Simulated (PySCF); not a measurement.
# Field gradients at the hydrogen positions

Compound: SiHPh3, C18H16Si.
Cartesian coordinates in Å at the PBE0-D3(BJ)/def2-SVP level; atoms count from 1:
```xyz
35
C18H16Si angstrom
Si    -0.0040   -0.0012    1.0647
H     -0.0006    0.0125    2.5631
C      1.7719    0.0489    0.4480
C      2.1714    0.9581   -0.5418
C      3.4824    0.9680   -1.0179
C      4.4159    0.0666   -0.5098
C      4.0366   -0.8442    0.4767
C      2.7266   -0.8502    0.9504
H      1.4466    1.6714   -0.9449
H      3.7766    1.6843   -1.7892
H      5.4436    0.0741   -0.8816
H      4.7667   -1.5505    0.8798
H      2.4438   -1.5697    1.7256
C     -0.9405    1.5076    0.4504
C     -1.7353    1.4433   -0.7039
C     -2.3832    2.5775   -1.1924
C     -2.2474    3.7967   -0.5303
C     -1.4631    3.8792    0.6204
C     -0.8168    2.7435    1.1043
H     -1.8539    0.4891   -1.2261
H     -2.9991    2.5088   -2.0925
H     -2.7564    4.6861   -0.9102
H     -1.3576    4.8328    1.1439
H     -0.2056    2.8216    2.0088
C     -0.8497   -1.5654    0.4494
C     -0.2181   -2.4426   -0.4437
C     -0.8735   -3.5809   -0.9141
C     -2.1735   -3.8605   -0.4977
C     -2.8182   -2.9975    0.3896
C     -2.1607   -1.8620    0.8566
H      0.8020   -2.2327   -0.7779
H     -0.3654   -4.2530   -1.6100
H     -2.6874   -4.7523   -0.8651
H     -3.8382   -3.2121    0.7182
H     -2.6808   -1.1919    1.5487
```

Level: PBE0/pcSseg-1 (PySCF, non-relativistic); Q(2H) = 0.00286 b; rigid geometry, the same for H and D, with no vibrational averaging.

Task: Rank these positions by the coupling χzz of a deuteron there, largest first.
A. H2 (hydrogen on silicon)
B. H22 (hydrogen on carbon)
C. H20 (hydrogen on carbon)

Result: B (204 kHz), C (199 kHz), A (93 kHz).

Task: What are Vzz, η and χzz (234.96 MHz × Q × Vzz) at all hydrogens?

Result: 
```csv
atom,bonded to,bond length (Å),Vzz (au),η,χzz (kHz)
H2,Si1,1.498,0.1391,0.01,93
H9,C4,1.094,0.2963,0.07,199
H10,C5,1.093,0.3036,0.06,204
H11,C6,1.093,0.3036,0.06,204
H12,C7,1.093,0.3037,0.06,204
H13,C8,1.095,0.2984,0.07,201
H20,C15,1.094,0.2965,0.07,199
H21,C16,1.093,0.3039,0.06,204
H22,C17,1.093,0.3036,0.06,204
H23,C18,1.093,0.3036,0.06,204
H24,C19,1.094,0.2989,0.07,201
H31,C26,1.094,0.2963,0.06,199
H32,C27,1.093,0.3039,0.06,204
H33,C28,1.093,0.3036,0.06,204
H34,C29,1.093,0.3037,0.06,204
H35,C30,1.095,0.2983,0.08,200
```

Task: Average by the element that carries the hydrogen.

Result: on Si: 93 kHz over 1 position, mean bond length 1.498 Å; on C: 202 kHz over 15 positions, mean bond length 1.093 Å.

Task: Give the 2H NMR doublet splittings at H32 for a magnetic field along the z, y and x axes of the gradient: 3χ/2, 3χ(1 + η)/4, 3χ(1 − η)/4.

Result: With |χ| = 204.2 kHz and η = 0.064: 306, 163 and 143 kHz, to first order and without motion.

One conformer (not necessarily the lowest) at the PBE0-D3(BJ)/def2-SVP geometry, without solvent, vibrations or thermal averaging. These gradients aren't converged with respect to the basis.

These values come from a run that also computed NMR shieldings. On an AMD EPYC 9R45 with 2 threads, shared host with 96 logical CPUs at a one-minute load of 46, this took 2.0 min wall, 4.6 min CPU (with the writing of density and orbital grids) and 3.4 GiB of memory at its peak.
